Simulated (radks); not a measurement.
The numbers below are computed, except where a source is named.
Problem. Species: Nb13+. Configuration: [Ar] 3d10 (the NIST ground configuration). Level of theory: scalar-relativistic Kohn-Sham, BLYP, spin-polarised, spherical densities, point nucleus (a radial shooting solver on a logarithmic mesh with Libxc functionals). Some entries of the table are withheld. Estimate them.

orbital,occ.,eigenvalue (hartree),<1/r> (bohr^-1),<r^2> (bohr^2)
1s,2,(1),42.40,0.001757
2s,2,-106.7560,9.534,0.02939
2p,6,-96.44884,9.282,0.02312
3s,2,-25.79759,3.284,0.2206
3p,6,-22.41208,3.129,0.2247
3d,10,(2),2.910,0.2124

Solution. 
(1) 1s eigenvalue (hartree): -701.6803
(2) 3d eigenvalue (hartree): -16.89121
